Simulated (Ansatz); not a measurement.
A geometry relaxed with B3LYP-D3(BJ)/def2-SVP (Ansatz, an electronic-structure program), charge 0, multiplicity 1:

```xyz
20

C     -2.4786    -0.6938     0.4594
C     -1.4389    -0.9579     1.3642
C     -0.1426    -0.5280     1.0910
C      1.5491     0.6561    -0.3518
C     -2.1841     0.0055    -0.7220
H     -0.6784     0.9524    -1.9203
H      1.0002     2.4198    -1.4346
S     -4.1053    -1.2805     0.8632
H      2.8239     2.0922    -1.2889
H     -1.6449    -1.5031     2.2883
H      0.6424    -0.7414     1.8203
H      4.2701     0.2420    -0.2584
C     -0.8854     0.4346    -0.9816
H     -4.7276    -0.7870    -0.2306
H     -2.9724     0.2060    -1.4515
C      1.8028     1.7729    -1.0629
C      0.1670     0.1904    -0.0790
H      3.0864    -0.3484     1.7725
H      2.9015    -1.7770    -0.1574
Si     3.0150    -0.3549     0.2803
```

Question: Write the SMILES of this molecule.

Answer: `C=C([SiH3])c1ccc(S)cc1`
